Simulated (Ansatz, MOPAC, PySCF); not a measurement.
System: BO₂, charge 0, multiplicity 2. SMILES: [O][B][O]
Coordinates optimised at B3LYP-D3(BJ)/def2-TZVP (Ansatz, an electronic-structure program):
```xyz
3

B      0.0000     0.0000     0.0000
O      0.0000     0.0000    -1.2612
O      0.0000     0.0000     1.2612
```
Charge 0, spin multiplicity 2.

Unscaled harmonic wavenumbers (cm⁻¹) in rising order, each level at the stationary point that it reaches from this structure (no distance between atoms moves by over 0.3 Å); the order of modes can differ between levels, and a negative number is imaginary. B3LYP-D3(BJ)/def2-TZVP (PySCF, at the structure above): 425, 511, 1090, 1471.

AM1 (MOPAC): -1455, 479, 479, 1277. Zero-point energy 3.2 against 5.0 kcal/mol; where all levels lie over 400 cm⁻¹, the wavenumbers are on average 0.748 times those of B3LYP-D3(BJ)/def2-TZVP. This level finds the structure a saddle point. The zero-point energy leaves imaginary modes out.

PM3 (MOPAC): 438, 438, 1236, 1335. Zero-point energy 4.9 against 5.0 kcal/mol; where all levels lie over 400 cm⁻¹, the wavenumbers are on average 0.966 times those of B3LYP-D3(BJ)/def2-TZVP.

B3LYP/6-31G* (Ansatz): 410, 485, 1094, 1506. Zero-point energy 5.0 against 5.0 kcal/mol; where all levels lie over 400 cm⁻¹, the wavenumbers are on average 0.992 times those of B3LYP-D3(BJ)/def2-TZVP.
